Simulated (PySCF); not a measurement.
C8H9 (doublet state).
Structure used (GFN2-xTB), in Å, numbered top down from 1:
```xyz
17
C8H9 angstrom
C      3.798   -1.028    0.084
C      2.709   -0.686    0.678
C      2.154    0.746    0.766
C      0.811    0.781    0.237
C     -0.299    0.769   -0.220
C     -1.652    0.755   -0.748
C     -2.302   -0.572   -0.484
C     -3.416   -0.726    0.205
H      4.584   -0.572   -0.472
H      2.079   -1.410    1.181
H      2.798    1.429    0.208
H      2.146    1.041    1.820
H     -2.231    1.561   -0.288
H     -1.607    0.931   -1.828
H     -1.784   -1.427   -0.898
H     -3.853   -1.696    0.371
H     -3.943    0.113    0.630
```

The hyperfine couplings belong to this conformer and change with its torsions.

As a line formula: `[H]/[C]=C\CC#CCC=C` [radical].

Theory: PySCF 2.14.0, UKS B3LYP, pcH-1 on C H, non-relativistic, mean-field spin-orbit, GIAO. Isolated species at its GFN2-xTB geometry (one conformer only). A GFN2-xTB geometry isn't a minimum of the functional, and hyperfine couplings can be far from their values at a DFT geometry. Stability of the SCF solution: not tested.

(1) Predict the first-order ENDOR lines of C1, C3, C2, C4, C5, C7, H10, H9, H11/H12 and H13/H14 under fast tumbling at B = 1214.6 mT (Q band).

(2) Which pairs are centred on the nuclear Larmor frequency, and which on half the coupling?

(3) At what field would the lower line of C1 fall to zero frequency?

Results:

(1) For S = 1/2 in fast tumbling each set of equivalent nuclei gives two lines, ν± = |νn ± a/2| to first order, with νn = g_N μN B/h and μN/h = 7.62259 MHz/T.

| nuclei | isotope | g_N | νn (MHz) | a_iso (MHz) | lower line (MHz) | upper line (MHz) |
| --- | --- | --- | --- | --- | --- | --- |
| C1 | 13C | 1.4048 | 13.01 | 316.11 | 145.05 | 171.06 |
| C3 | 13C | 1.4048 | 13.01 | 94.07 | 34.03 | 60.04 |
| C2 | 13C | 1.4048 | 13.01 | -14.04 | 5.98 | 20.03 |
| C4 | 13C | 1.4048 | 13.01 | -6.19 | 9.91 | 16.10 |
| C5 | 13C | 1.4048 | 13.01 | 2.88 | 11.57 | 14.45 |
| C7 | 13C | 1.4048 | 13.01 | 0.89 | 12.56 | 13.45 |
| H10 | 1H | 5.5857 | 51.71 | 109.18 | 2.88 | 106.31 |
| H9 | 1H | 5.5857 | 51.71 | 37.35 | 33.04 | 70.39 |
| H11/H12 | 1H | 5.5857 | 51.71 | -6.92 | 48.25 | 55.18 |
| H13/H14 | 1H | 5.5857 | 51.71 | 1.79 | 50.82 | 52.61 |

The rows for 13C, of low natural abundance, apply to labelled samples.

(2) Centred on νn, since |a| < 2νn: C2, C4, C5, C7, H9, H11/H12 and H13/H14. Centred on |a|/2 and split by 2νn: C1, C3 and H10.

(3) Where νn = |a|/2, that is B = 158.05 MHz/(1.4048 × 7.62259 MHz/T) = 14800 mT, as far as first order holds there.

Means are taken over nuclei equivalent by connectivity, which assumes that they swap fast.
